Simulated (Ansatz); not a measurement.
A short molecular-dynamics run on Al₁₀As₁₀H₃₀, a nanocrystal cut from zinc blende AlAs (hydrogen-capped).

```yaml
crystal:
  periodic: [false, false, false]
  atoms:
    - {symbol: Al, position_ang: [-2.029469, -2.335338, -0.610298]}
    - {symbol: Al, position_ang: [-2.623383, 1.177078, -3.583048]}
    - {symbol: Al, position_ang: [-2.341584, 0.598255, 2.023526]}
    - {symbol: Al, position_ang: [-1.980684, 3.761174, -0.666806]}
    - {symbol: Al, position_ang: [0.688428, -2.007025, -3.762013]}
    - {symbol: Al, position_ang: [0.629896, -2.019677, 2.330540]}
    - {symbol: Al, position_ang: [3.591541, -2.602054, -1.185922]}
    - {symbol: Al, position_ang: [0.700986, 0.709371, -0.709604]}
    - {symbol: Al, position_ang: [1.157963, 3.572466, 2.632341]}
    - {symbol: Al, position_ang: [3.774939, 0.715516, 1.968083]}
    - {symbol: As, position_ang: [-3.164294, -1.053596, -2.453777]}
    - {symbol: As, position_ang: [-0.412860, -3.546226, -2.069228]}
    - {symbol: As, position_ang: [-0.716668, -0.723334, 0.719175]}
    - {symbol: As, position_ang: [-0.818724, 2.073088, -2.084392]}
    - {symbol: As, position_ang: [-3.540011, 2.069395, 0.405153]}
    - {symbol: As, position_ang: [-1.071943, 2.441610, 3.174426]}
    - {symbol: As, position_ang: [2.077785, -0.806645, -2.076405]}
    - {symbol: As, position_ang: [2.474398, -3.151811, 1.048086]}
    - {symbol: As, position_ang: [2.100293, -0.397755, 3.521753]}
    - {symbol: As, position_ang: [2.056396, 2.096877, 0.806904]}
    - {symbol: H, position_ang: [-3.047104, -3.228925, 0.217883]}
    - {symbol: H, position_ang: [-2.154154, 0.904630, -5.073125]}
    - {symbol: H, position_ang: [-3.924677, 2.037103, -3.231314]}
    - {symbol: H, position_ang: [-3.248044, -0.236960, 3.023568]}
    - {symbol: H, position_ang: [-2.757863, 4.858149, -1.509938]}
    - {symbol: H, position_ang: [-1.134256, 4.120520, 0.642901]}
    - {symbol: H, position_ang: [-0.617986, -1.175849, -4.168057]}
    - {symbol: H, position_ang: [1.559985, -2.806578, -4.822568]}
    - {symbol: H, position_ang: [-0.188650, -3.029920, 3.241340]}
    - {symbol: H, position_ang: [3.235758, -3.904872, -2.041540]}
    - {symbol: H, position_ang: [5.084194, -2.133986, -0.925618]}
    - {symbol: H, position_ang: [0.894236, 5.073769, 2.190137]}
    - {symbol: H, position_ang: [2.021397, 3.199105, 3.926576]}
    - {symbol: H, position_ang: [4.179247, -0.579449, 1.119977]}
    - {symbol: H, position_ang: [4.839751, 1.589192, 2.759098]}
    - {symbol: H, position_ang: [-3.359414, -2.091306, -3.533679]}
    - {symbol: H, position_ang: [-4.609149, -0.995834, -2.005458]}
    - {symbol: H, position_ang: [-1.215343, -4.641798, -2.730203]}
    - {symbol: H, position_ang: [0.515681, -4.420339, -1.263829]}
    - {symbol: H, position_ang: [0.105872, 2.877943, -2.969553]}
    - {symbol: H, position_ang: [-4.401550, 1.272707, -0.541360]}
    - {symbol: H, position_ang: [-4.644301, 2.721262, 1.202273]}
    - {symbol: H, position_ang: [-2.109786, 3.522120, 3.363291]}
    - {symbol: H, position_ang: [-1.025595, 1.988585, 4.617967]}
    - {symbol: H, position_ang: [2.958794, 0.116502, -2.887999]}
    - {symbol: H, position_ang: [2.029169, -4.598339, 0.997139]}
    - {symbol: H, position_ang: [3.561443, -3.340693, 2.079690]}
    - {symbol: H, position_ang: [2.769438, -1.198425, 4.614104]}
    - {symbol: H, position_ang: [1.294006, 0.527587, 4.399323]}
    - {symbol: H, position_ang: [2.835896, 3.002735, -0.119512]}
basis:
  gaussian: {orbitals: "6-31G*", fitting: {mean_field: def2-universal-jkfit}}
hamiltonian: {xc: {name: r2SCAN}}
md: {timestep: 0.5 fs, n_steps: 12, ensemble: nve, temperature: 1500, initial_velocities: maxwell_boltzmann, seed: 400}
scf: {omitted_lower_state_checks: [starts]}
```

```sh
$ ansatz run in.yaml --threads 5 --pin off --events-out ev --progress --plain --max-ram 66560MiB --backend cuda --devices 0, --max-vram 37GiB
```

| step | time (fs) | potential energy (eV) | kinetic (eV) | T (K) | conserved (eV) |
| --- | --- | --- | --- | --- | --- |
| 0 | 0.0 | -674791.9189 | 9.3067 | 1500 | -674782.6122 |
| 1 | 0.5 | -674791.8347 | 9.2233 | 1487 | -674782.6114 |
| 2 | 1.0 | -674791.5908 | 8.9816 | 1448 | -674782.6091 |
| 3 | 1.5 | -674791.2220 | 8.6161 | 1389 | -674782.6058 |
| 4 | 2.0 | -674790.7804 | 8.1784 | 1318 | -674782.6020 |
| 5 | 2.5 | -674790.3261 | 7.7277 | 1246 | -674782.5984 |
| 6 | 3.0 | -674789.9149 | 7.3190 | 1180 | -674782.5959 |
| 7 | 3.5 | -674789.5861 | 6.9912 | 1127 | -674782.5949 |
| 8 | 4.0 | -674789.3557 | 6.7603 | 1090 | -674782.5954 |
| 9 | 4.5 | -674789.2165 | 6.6196 | 1067 | -674782.5969 |
| 10 | 5.0 | -674789.1453 | 6.5466 | 1055 | -674782.5988 |
| 11 | 5.5 | -674789.1128 | 6.5123 | 1050 | -674782.6005 |
| 12 | 6.0 | -674789.0912 | 6.4895 | 1046 | -674782.6017 |

Velocities are drawn at the set temperature; a run this short doesn't reach equilibrium.

The 6-31G sets use Cartesian d functions.

Frames (Å, forces in eV/Å):

```xyz
50
time=0.0 fs
Al   -2.029   -2.335   -0.610    0.030    0.009    0.004
Al   -2.623    1.177   -3.583    0.009    0.005    0.016
Al   -2.342    0.598    2.024    0.013    0.019   -0.029
Al   -1.981    3.761   -0.667    0.006   -0.054   -0.029
Al    0.688   -2.007   -3.762    0.025    0.002    0.033
Al    0.630   -2.020    2.331    0.016    0.025   -0.003
Al    3.592   -2.602   -1.186   -0.025   -0.001   -0.009
Al    0.701    0.709   -0.710   -0.003   -0.002    0.003
Al    1.158    3.572    2.632    0.013   -0.012    0.002
Al    3.775    0.716    1.968   -0.043    0.038    0.009
As   -3.164   -1.054   -2.454    0.091    0.054    0.032
As   -0.413   -3.546   -2.069   -0.020    0.105   -0.039
As   -0.717   -0.723    0.719   -0.025   -0.022    0.022
As   -0.819    2.073   -2.084   -0.099   -0.011    0.035
As   -3.540    2.069    0.405    0.121    0.032    0.038
As   -1.072    2.442    3.174    0.052   -0.046   -0.109
As    2.078   -0.807   -2.076   -0.022   -0.101    0.016
As    2.474   -3.152    1.048   -0.045    0.081   -0.055
As    2.100   -0.398    3.522    0.020   -0.020   -0.103
As    2.056    2.097    0.807   -0.016   -0.030    0.102
H    -3.047   -3.229    0.218   -0.023   -0.022    0.015
H    -2.154    0.905   -5.073   -0.002    0.002   -0.031
H    -3.925    2.037   -3.231   -0.013    0.006   -0.008
H    -3.248   -0.237    3.024   -0.021   -0.014    0.027
H    -2.758    4.858   -1.510   -0.028    0.039   -0.025
H    -1.134    4.121    0.643    0.011    0.026    0.005
H    -0.618   -1.176   -4.168   -0.001    0.009   -0.019
H     1.560   -2.807   -4.823    0.012   -0.012   -0.028
H    -0.189   -3.030    3.241   -0.015   -0.026    0.018
H     3.236   -3.905   -2.042    0.007   -0.017   -0.012
H     5.084   -2.134   -0.926    0.028    0.001    0.000
H     0.894    5.074    2.190    0.000    0.012    0.003
H     2.021    3.199    3.927    0.003    0.011    0.004
H     4.179   -0.579    1.120    0.017   -0.011   -0.007
H     4.840    1.589    2.759    0.030    0.013    0.017
H    -3.359   -2.091   -3.534   -0.035   -0.047   -0.051
H    -4.609   -0.996   -2.005   -0.078   -0.016    0.005
H    -1.215   -4.642   -2.730   -0.021   -0.065   -0.022
H     0.516   -4.420   -1.264    0.019   -0.059    0.032
H     0.106    2.878   -2.970    0.055    0.050   -0.060
H    -4.402    1.273   -0.541   -0.069   -0.032   -0.026
H    -4.644    2.721    1.202   -0.071    0.023    0.025
H    -2.110    3.522    3.363   -0.055    0.050    0.038
H    -1.026    1.989    4.618   -0.006    0.000    0.086
H     2.959    0.117   -2.888    0.052    0.055   -0.049
H     2.029   -4.598    0.997    0.009   -0.070    0.007
H     3.561   -3.341    2.080    0.043   -0.033    0.054
H     2.769   -1.198    4.614    0.016   -0.021    0.061
H     1.294    0.528    4.399   -0.012    0.019    0.057
H     2.836    3.003   -0.120    0.052    0.057   -0.052
50
time=2.0 fs
Al   -2.009   -2.316   -0.607   -0.679   -0.804    0.361
Al   -2.610    1.179   -3.569    0.142   -0.037   -1.071
Al   -2.348    0.581    2.004    0.592    0.587   -0.386
Al   -1.977    3.772   -0.651   -0.507    0.155   -0.860
Al    0.686   -2.014   -3.750    0.981   -0.466   -0.299
Al    0.637   -2.023    2.321   -0.622   -0.205    0.442
Al    3.611   -2.618   -1.178    0.693    0.239   -0.259
Al    0.701    0.716   -0.711    0.023    0.134   -0.132
Al    1.181    3.590    2.629   -0.249   -0.850   -0.026
Al    3.770    0.707    1.958   -0.564    0.882    0.367
As   -3.175   -1.052   -2.450    1.529   -1.161   -1.408
As   -0.413   -3.548   -2.067    0.304    1.107    0.256
As   -0.721   -0.736    0.711    0.207    0.220    0.071
As   -0.836    2.085   -2.099    0.288    0.228    0.063
As   -3.537    2.064    0.411   -0.424   -0.079   -0.546
As   -1.080    2.439    3.169   -0.460    0.427   -0.701
As    2.082   -0.812   -2.069   -1.362   -1.597    1.445
As    2.466   -3.154    1.042   -0.256   -0.672   -0.338
As    2.108   -0.403    3.539   -1.143    1.479   -0.486
As    2.066    2.114    0.803    0.030    0.110   -0.120
H    -3.010   -3.338    0.265    0.498    0.627   -0.490
H    -2.030    0.958   -5.142   -0.495    0.128    1.024
H    -3.943    2.027   -3.194    0.198   -0.175   -0.150
H    -3.293   -0.155    2.952   -0.511   -0.527    0.584
H    -2.642    4.978   -1.504    0.016   -0.344    0.139
H    -1.193    4.136    0.626    0.498    0.129    0.700
H    -0.500   -1.098   -4.190   -0.495    0.167   -0.109
H     1.625   -2.809   -4.834   -0.367    0.239    0.384
H    -0.316   -2.993    3.246    0.489    0.310   -0.335
H     3.215   -3.926   -2.098    0.264    0.398    0.381
H     5.186   -2.031   -0.900   -1.112   -0.542   -0.194
H     0.892    5.037    2.279   -0.207    1.054   -0.370
H     1.988    3.246    3.919    0.326   -0.207    0.433
H     4.126   -0.504    1.112    0.311   -1.014   -0.581
H     4.798    1.686    2.604    0.350    0.146    0.314
H    -3.342   -2.225   -3.565   -0.106    1.228    1.133
H    -4.530   -0.867   -1.970   -1.467   -0.112    0.301
H    -1.155   -4.650   -2.633   -1.053   -0.948   -0.849
H     0.394   -4.507   -1.279    0.654   -0.103    0.487
H     0.033    2.927   -3.043   -0.115   -0.211    0.241
H    -4.378    1.256   -0.613    0.276    0.376    0.513
H    -4.672    2.696    1.210    0.093   -0.127   -0.131
H    -2.218    3.465    3.382    0.462   -0.273   -0.117
H    -1.086    1.962    4.569    0.090   -0.242    0.751
H     2.931   -0.018   -2.865    1.470    1.514   -1.390
H     2.075   -4.658    0.980    0.098    0.625    0.056
H     3.561   -3.333    2.042    0.290   -0.040    0.333
H     2.642   -1.182    4.618    0.909   -1.110    1.217
H     1.332    0.534    4.534    0.315   -0.465   -0.822
H     2.909    3.012   -0.112   -0.198   -0.201    0.177
50
time=4.0 fs
Al   -1.990   -2.298   -0.603   -1.091   -1.382    0.424
Al   -2.597    1.182   -3.556    0.152   -0.026   -1.590
Al   -2.353    0.564    1.984    0.854    0.826   -0.384
Al   -1.975    3.782   -0.636   -0.720    0.399   -1.330
Al    0.684   -2.021   -3.738    1.450   -0.577   -0.557
Al    0.643   -2.027    2.312   -1.103   -0.245    0.719
Al    3.631   -2.633   -1.171    0.841    0.487   -0.454
Al    0.701    0.723   -0.713    0.043    0.274   -0.259
Al    1.203    3.607    2.626   -0.411   -1.162   -0.069
Al    3.764    0.700    1.948   -0.598    1.499    0.687
As   -3.184   -1.050   -2.447    1.764   -1.576   -1.616
As   -0.413   -3.549   -2.065    0.331    0.857    0.373
As   -0.725   -0.749    0.703    0.468    0.479    0.139
As   -0.853    2.097   -2.113    0.580    0.414    0.186
As   -3.535    2.059    0.418   -0.649   -0.014   -0.924
As   -1.089    2.437    3.162   -0.793    0.491   -0.722
As    2.085   -0.818   -2.061   -1.453   -1.739    1.724
As    2.457   -3.157    1.036   -0.112   -1.086   -0.402
As    2.115   -0.407    3.557   -1.233    1.716   -0.096
As    2.075    2.130    0.799   -0.015    0.143   -0.222
H    -2.955   -3.425    0.294    0.671    1.005   -0.718
H    -1.924    1.016   -5.174   -0.805    0.108    1.452
H    -3.954    2.011   -3.163    0.312   -0.263   -0.252
H    -3.357   -0.092    2.902   -0.691   -0.711    0.773
H    -2.525    5.084   -1.494   -0.003   -0.685    0.262
H    -1.233    4.155    0.635    0.738    0.145    1.061
H    -0.401   -1.015   -4.216   -0.660    0.137   -0.103
H     1.677   -2.803   -4.832   -0.586    0.327    0.582
H    -0.425   -2.946    3.237    0.860    0.435   -0.508
H     3.204   -3.933   -2.141    0.425    0.574    0.608
H     5.247   -1.948   -0.882   -1.545   -0.871   -0.268
H     0.882    5.038    2.355   -0.319    1.490   -0.512
H     1.967    3.286    3.927    0.492   -0.350    0.641
H     4.085   -0.467    1.084    0.435   -1.514   -0.873
H     4.768    1.787    2.461    0.364    0.004    0.381
H    -3.329   -2.313   -3.555   -0.273    1.706    1.433
H    -4.502   -0.742   -1.924   -1.524   -0.226    0.240
H    -1.133   -4.691   -2.567   -1.359   -0.912   -1.095
H     0.295   -4.596   -1.277    0.869    0.198    0.564
H    -0.043    2.968   -3.107   -0.166   -0.383    0.453
H    -4.344    1.252   -0.666    0.370    0.540    0.776
H    -4.696    2.665    1.212    0.192   -0.207   -0.212
H    -2.309    3.398    3.396    0.795   -0.364   -0.236
H    -1.143    1.926    4.548    0.166   -0.301    0.824
H     2.956   -0.099   -2.892    1.592    1.598   -1.562
H     2.125   -4.694    0.966    0.053    0.933    0.094
H     3.570   -3.326    2.015    0.297   -0.004    0.388
H     2.547   -1.205    4.665    1.030   -1.301    1.187
H     1.380    0.523    4.638    0.325   -0.550   -1.298
H     2.975    3.014   -0.099   -0.356   -0.338    0.288
50
time=6.0 fs
Al   -1.972   -2.283   -0.599   -1.301   -1.712    0.265
Al   -2.584    1.184   -3.545    0.080   -0.062   -1.746
Al   -2.357    0.549    1.963    0.527    0.684    0.132
Al   -1.973    3.794   -0.624   -0.449    0.654   -1.031
Al    0.685   -2.030   -3.727    1.409   -0.220   -0.769
Al    0.648   -2.031    2.304   -1.328   -0.115    0.816
Al    3.652   -2.648   -1.164    0.725    0.780   -0.518
Al    0.701    0.730   -0.716    0.038    0.405   -0.367
Al    1.225    3.622    2.623   -0.561   -0.511    0.075
Al    3.758    0.694    1.939   -0.152    1.377    0.397
As   -3.193   -1.050   -2.445    0.822   -1.158   -0.884
As   -0.412   -3.550   -2.063   -0.156   -0.781    0.280
As   -0.729   -0.761    0.695    0.758    0.758    0.219
As   -0.870    2.110   -2.128    0.734    0.463    0.505
As   -3.533    2.054    0.423   -0.505    0.222   -1.048
As   -1.098    2.435    3.156   -0.859    0.063   -0.158
As    2.088   -0.824   -2.052    0.026   -0.658    0.457
As    2.448   -3.161    1.030    0.373   -1.058   -0.224
As    2.122   -0.411    3.574   -0.627    0.629    1.135
As    2.084    2.147    0.795   -0.208    0.011   -0.157
H    -2.875   -3.473    0.296    0.598    1.116   -0.722
H    -1.849    1.078   -5.152   -0.941    0.024    1.448
H    -3.953    1.986   -3.141    0.290   -0.243   -0.296
H    -3.445   -0.055    2.880   -0.278   -0.509    0.428
H    -2.409    5.165   -1.473   -0.100   -0.865    0.294
H    -1.247    4.180    0.682    0.563   -0.022    0.737
H    -0.326   -0.927   -4.246   -0.511   -0.183    0.041
H     1.707   -2.784   -4.808   -0.611    0.257    0.556
H    -0.502   -2.882    3.211    1.015    0.360   -0.486
H     3.209   -3.918   -2.161    0.473    0.510    0.641
H     5.250   -1.898   -0.874   -1.546   -1.019   -0.269
H     0.861    5.093    2.412   -0.164    0.820   -0.417
H     1.964    3.313    3.959    0.402   -0.359    0.423
H     4.059   -0.483    1.023    0.287   -0.997   -0.444
H     4.752    1.887    2.332    0.161   -0.407    0.349
H    -3.326   -2.338   -3.492   -0.439    1.632    1.224
H    -4.528   -0.627   -1.871   -0.373   -0.638   -0.266
H    -1.160   -4.764   -2.541   -0.774    0.240   -0.736
H     0.229   -4.677   -1.254    0.735    0.762    0.265
H    -0.125    2.995   -3.155   -0.056   -0.383    0.476
H    -4.297    1.269   -0.691    0.218    0.434    0.681
H    -4.714    2.628    1.207    0.162   -0.194   -0.182
H    -2.370    3.318    3.402    0.817   -0.200   -0.279
H    -1.193    1.879    4.555    0.267   -0.106    0.254
H     3.036   -0.122   -2.974    0.095    0.437   -0.174
H     2.176   -4.697    0.955   -0.094    0.762    0.110
H     3.591   -3.320    2.004    0.035    0.071    0.208
H     2.490   -1.275    4.753    0.651   -0.446   -0.161
H     1.441    0.493    4.693    0.116   -0.327   -1.309
H     3.028    3.004   -0.074   -0.343   -0.297    0.226
```

Run time 2 min (5 threads of AMD EPYC 7R13 on a shared host and a share (37 GiB) of an NVIDIA H100 80GB HBM3), peak host memory 1.4 GiB.
